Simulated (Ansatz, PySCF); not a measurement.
Caution: the highest occupied level lies above zero, so the state may not be bound. Caution: the restricted solution is unstable towards spin-unrestricted or complex orbitals, so a lower solution exists and this singlet may not be the ground state. This singlet lies within 0.05 eV of the relaxed triplet at the level B3LYP/aug-cc-pVTZ // PBE0-D3(BJ)/def2-TZVPD (Ansatz, a first-principles code).

Z-matrix (Å, degrees):
```
B
H 1 1.2186
H 1 1.2193 2 112.09
Al 1 2.0673 2 118.38 3 141.90
Cl 4 2.2284 1 123.68 2 110.62
```
Charge -1, spin multiplicity 1.

Problem. What is the computed HOMO and total energy (PySCF 2.14.0 with PBE0-D3(BJ)/def2-TZVPD)?

Solution. 
```
Item                 Value
------------  ------------
HOMO               0.08 eV
total energy  -728.4457 Ha
```
